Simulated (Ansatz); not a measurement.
Total energies of AlMe2(acac) (C₇H₁₃AlO₂) from Ansatz at PBE0-D4/def2-TZVP, gas phase (1 Eh = 27.2114 eV = 2625.5 kJ/mol). The reference geometry is relaxed at PBE-D4/def2-SVP.

```xyz
23

Al   -0.6893   -1.2654   -0.4140
C     0.1546   -2.9738    0.0734
H     1.1304   -2.8349    0.5860
H     0.3413   -3.6116   -0.8175
H    -0.4906   -3.5675    0.7567
C    -2.3796   -1.1442   -1.4118
H    -2.7311   -0.0968   -1.5278
H    -3.1960   -1.7099   -0.9129
H    -2.2804   -1.5694   -2.4342
O     0.5915   -0.1605   -1.2454
C     1.1177    0.9188   -0.7798
C     2.1259    1.5881   -1.6746
C     0.7972    1.4734    0.4797
C    -0.1412    0.9013    1.3678
C    -0.4294    1.5492    2.6953
O    -0.7970   -0.1797    1.1229
H     2.5509    2.5073   -1.2333
H     2.9435    0.8729   -1.8998
H     1.6467    1.8308   -2.6452
H     1.3028    2.3986    0.7836
H     0.1328    2.4878    2.8479
H    -0.1832    0.8358    3.5087
H    -1.5174    1.7499    2.7742
```

| state | geometry | energy (Eh) |
| --- | --- | --- |
| charge 0 singlet | reference | -667.14609 |
| charge 1 doublet | reference | -666.83931 |
| charge 1 doublet | relaxed at PBE-D4/def2-SVP | -666.85215 |
| free Al atom (doublet) | – | -242.24894 |
| free C atom (triplet) | – | -37.80537 |
| free H atom (doublet) | – | -0.50104 |
| free O atom (triplet) | – | -75.01860 |

Task: Work out the vertical ionisation energy to the doublet.

Result: E(charge 1 doublet) − E(charge 0 singlet) = -666.83931 − (-667.14609) = 0.30678 Eh = 8.35 eV. For comparison, −ε of the highest occupied level is 6.71 eV at this level, 1.64 eV less.

Task: How much does the charge 1 doublet relax, and what is the adiabatic ionisation energy?

Result: Relaxation: -666.83931 − (-666.85215) = 0.01284 Eh = 0.35 eV. Adiabatic ionisation energy: 0.29394 Eh = 8.00 eV, without zero-point energy. 

Task: What is the binding energy per atom against free atoms?

Result: Atoms: 1 × (-242.24894) + 7 × (-37.80537) + 13 × (-0.50104) + 2 × (-75.01860) = -663.43725 Eh. Binding: -663.43725 − (-667.14609) = 3.70884 Eh = 100.92 eV, or 4.39 eV for each of 23 atoms (no zero-point energy, no counterpoise term).
